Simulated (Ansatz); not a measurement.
Mulliken charges of `C=C[Se]C=N` from r2SCAN/def2-TZVPP in Ansatz (PBE0-D4/def2-TZVP geometry).

| atom | x (Å) | y (Å) | z (Å) | charge (e) |
| --- | --- | --- | --- | --- |
| C1 | -0.664 | -2.141 | -0.821 | -0.227 |
| C2 | -0.412 | -0.972 | -0.251 | -0.113 |
| Se3 | 0.968 | 0.202 | -0.786 | 0.208 |
| C4 | 0.624 | 1.568 | 0.485 | -0.037 |
| N5 | 1.330 | 2.607 | 0.513 | -0.309 |
| H6 | -1.474 | -2.762 | -0.458 | 0.089 |
| H7 | -0.086 | -2.521 | -1.656 | 0.077 |
| H8 | -1.006 | -0.613 | 0.585 | 0.083 |
| H9 | -0.222 | 1.338 | 1.145 | 0.066 |
| H10 | 1.024 | 3.243 | 1.247 | 0.163 |

Question: By hand: the dipole of these point charges (1 e Å = 4.8032 D).

Answer: Σ q r = (-0.104, -0.100, 0.034) e Å, of length 0.148 e Å = 0.71 D.

Question: How does the dipole of the full density compare? (Estimate.)

Answer: Ansatz gave: (-0.423, -0.162, 0.298) e Å, 2.60 D; the point charges give 0.27 times that, at 29° from its direction.

Point charges leave out the atoms' own dipoles, such as those of lone pairs, and Mulliken's split depends on the basis, so the two needn't agree.
